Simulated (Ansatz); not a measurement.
Single points on TiF3.

```yaml
crystal:
  periodic: [false, false, false]
  atoms:
    - {symbol: Ti, position_ang: [0.000035, 0.000004, 0.000830]}
    - {symbol: F, position_ang: [1.777938, -0.025503, 0.011835]}
    - {symbol: F, position_ang: [-0.866833, 1.552400, -0.016235]}
    - {symbol: F, position_ang: [-0.911140, -1.526901, 0.003570]}
basis:
  gaussian: {orbitals: def2-TZVP, initial_orbitals: start.molden}
magnetization: {spin_polarized: true, initial_magnetization: 1}
hamiltonian: {xc: {name: BHLYP}, dispersion: d4}
scf: {omitted_lower_state_checks: [starts]}
output: {orbitals: {seedname: orbitals}}
```

The file start.molden holds the orbitals of an earlier run on this structure, at another level or in another basis.

```sh
$ ansatz run in.yaml --threads 4 --pin off --events-out ev --progress --plain --max-ram 3916MiB
```

Output, abridged:

```
Functional definition: BHLYP
  name "BHLYP"
  cite "Becke, J. Chem. Phys. 98, 1372 (1993) doi:10.1063/1.464304"
  cite "Becke, Phys. Rev. A 38, 3098 (1988) doi:10.1103/PhysRevA.38.3098"
  cite "Lee, Yang & Parr, Phys. Rev. B 37, 785 (1988) doi:10.1103/PhysRevB.37.785"
  parameter a = 0.5
  exchange = (1 - a)*b88_x + a*exact_x
  correlation = lyp_c
these checks for a lower state are left out or cut short: starts
1045 factors; their error is unknown
mean field evaluation 1: about -31270.8518 eV, gradient 6.5e0 eV
mean field evaluation 2: about -31271.0388 eV, gradient 3.8e-1 eV
mean field evaluation 4: about -31271.3656 eV, gradient 1.6e-1 eV
mean field evaluation 8: about -31271.3657 eV, gradient 1.6e-5 eV
mean field -31271.36568639 eV, -1149.2014924820 hartree, gradient 2.2e-5 eV, S^2 0.751967; 0 other end points of the search recorded, 0 dependent functions left out
reference -31271.36584428 eV, -1149.2014982843 hartree; 25, 24 occupied and 113, 114 virtual orbitals, 1045 factors
Total energy: -31271.43893345 eV, -1149.2041842618 hartree
Checks for a lower state left out: starts
```

Hardware: 4 threads of Arm Neoverse V1 on a shared host. Wall time 5.5 s, peak host memory 0.56 GiB.

First input, but with `hamiltonian: {xc: pbe, dispersion: d4}`, `output: {forces: true, orbitals: {seedname: orbitals}}` (abridged; 1.9 s):

```
Functional definition: PBE
mean field -31261.82262140 eV, -1148.8507913121 hartree, gradient 1.8e-5 eV, S^2 0.752301
Total energy: -31261.87791886 eV, -1148.8528234562 hartree
Atom 0 force    -0.000053    -0.000005    -0.000849 eV/Å
Atom 1 force     0.002804    -0.000038     0.000302 eV/Å
Atom 2 force    -0.001339     0.002524     0.000257 eV/Å
Atom 3 force    -0.001412    -0.002481     0.000290 eV/Å
Dipole moment:     0.000048     0.000006     0.000994 e Å
Checks for a lower state left out: starts
```

The first input with `hamiltonian: {xc: {name: B3LYP}, dispersion: d4}` (abridged; 2.4 s):

```
Functional definition: B3LYP
mean field -31275.75313713 eV, -1149.3627283227 hartree, gradient 2.7e-5 eV, S^2 0.751896
Total energy: -31275.84334191 eV, -1149.3660432870 hartree
Checks for a lower state left out: starts
```

The first input with `correlation: {method: mp2}` and without the key `hamiltonian` (abridged; 1.4 s):

```
Functional definition: HF
mean field -31214.14215734 eV, -1147.0985665767 hartree, gradient 3.1e-6 eV, S^2 0.753229
8 core orbitals not correlated: weight in the atoms' cores, before any rotation towards them, 1.000 or more for the frozen orbitals, at most 0.000 for the correlated occupied ones
second order -29.16515330 eV of doubles, -0.00000000 eV of singles
Total energy: -31243.30731063 eV, -1148.1703661915 hartree
Checks for a lower state left out: starts
```

Geometry: PBE-D4/def2-TZVP.

B3LYP takes the VWN-RPA correlation. Correlated methods freeze 8 core orbitals; core or outer-core shells of Ti are correlated, in sets that lack core-valence functions. No other spin state of charge 0 was run.
